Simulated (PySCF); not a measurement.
## Electronic absorption of (MgTe)2 ring

(MgTe)2 ring, Mg2Te2.
Structure used (PBE0-D3(BJ)/def2-SVP), in Å, numbered top down from 1:
```xyz
4
Mg2Te2 angstrom
Mg     0.8934    0.7902    0.7359
Te     0.2170    1.3805   -1.7683
Mg    -0.8511   -0.8337   -0.7503
Te    -0.1761   -1.4274    1.7522
```

Computed with TDDFT wB97X-D/def2-SVPD, vertical, gas phase, core orbitals frozen in the response, def2 core potentials past Kr (PySCF 2.14.0, density-fitted response routines). Spin–orbit coupling is left out.

Problem. Predict the UV-vis stick spectrum at this level.

Solution. 

```tsv
state	E (eV)	λ (nm)	f	main configurations (H = HOMO, L = LUMO)
S1	2.27	545.8	0.0000	H→L (97%)
S2	2.90	428.3	0.040	H-1→L (96%)
S3	2.99	415.1	0.0000	H→L+1 (95%)
S4	3.11	398.1	0.034	H-2→L (97%)
S5	3.15	394.0	0.0000	H-3→L (96%)
S6	3.61	343.5	0.0000	H-1→L+1 (94%)
S7	3.73	332.5	0.0000	H-2→L+1 (94%)
S8	4.06	305.3	0.0067	H-3→L+1 (70%), H→L+3 (24%)
S9	4.22	293.6	0.313	H-4→L (91%)
S10	4.47	277.4	0.0000	H→L+2 (93%)
```

Triplets, Tamm–Dancoff:

```
state  E (eV)  λ (nm)  main configurations (H = HOMO, L = LUMO)
   T1    2.21   562.2                                 H→L (96%)
   T2    2.80   443.4                               H-2→L (90%)
   T3    2.80   442.5                               H-1→L (94%)
   T4    2.85   435.0                               H→L+1 (94%)
```

The lowest singlet comes at 546 nm (219 kJ/mol) in the visible; it is dark (f under 0.0005); its leading configuration is HOMO→LUMO (97%). The strongest level in the table is S9 at 4.22 eV (294 nm, f = 0.313). Löwdin shares by element: HOMO tellurium 85%, magnesium 15%; LUMO magnesium 76%, tellurium 24%. The listed states span 2.20 eV, and the widest gap between neighbours is 0.62 eV (S1 to S2). Weighted by f, the mean energy of these states is 3.99 eV. Of the 10 states listed, 3 reach f = 0.01 and 6 stay under 0.0005. 5 computed singlets (S1 to S5) lie in the visible range (380 to 750 nm), the largest f among them at 428 nm, f = 0.040; light of that wavelength is violet, and its complementary colour is yellow-green; a Tamm–Dancoff triplet lies at 562 nm, without intensity as long as spin–orbit coupling is left out. All these states lie below the vertical ionisation energy of 7.42 eV (ΔSCF). Singlets were solved by full linear response, triplets in the Tamm–Dancoff approximation.
